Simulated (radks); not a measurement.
Ru22+, 22 electrons, occupied as [Ar] 3d4. Calculated with a radial shooting solver on a logarithmic mesh with Libxc functionals: Dirac Kohn-Sham, BLYP, spin-unpolarised, spherical densities, finite nucleus; open shells are shared between the two j in proportion to 2j + 1; Fermi nuclear charge, rms radius 4.4809 fm. Some entries of the table are withheld. Estimate them.

orbital  occ.  eigenvalue (hartree)  <r^2> (bohr^2)  <1/r> (bohr^-1)
1s1/2       2             -836.8542        0.001510            45.88
2s1/2       2             -146.4026         0.02468            10.54
2p1/2       2             -137.7861         0.01854              (1)
2p3/2       4             -132.9359         0.01985              (2)
3s1/2       2             -46.85165          0.1619            3.913
3p1/2       2             -43.61491          0.1540            3.840
3p3/2       4             -42.62912          0.1609            3.707
3d3/2     1.6             -37.27446          0.1317              (3)
3d5/2     2.4             -37.06380          0.1336              (4)

Answer. 
(1) 2p1/2 <1/r> (bohr^-1): 10.51
(2) 2p3/2 <1/r> (bohr^-1): 9.960
(3) 3d3/2 <1/r> (bohr^-1): 3.574
(4) 3d5/2 <1/r> (bohr^-1): 3.540
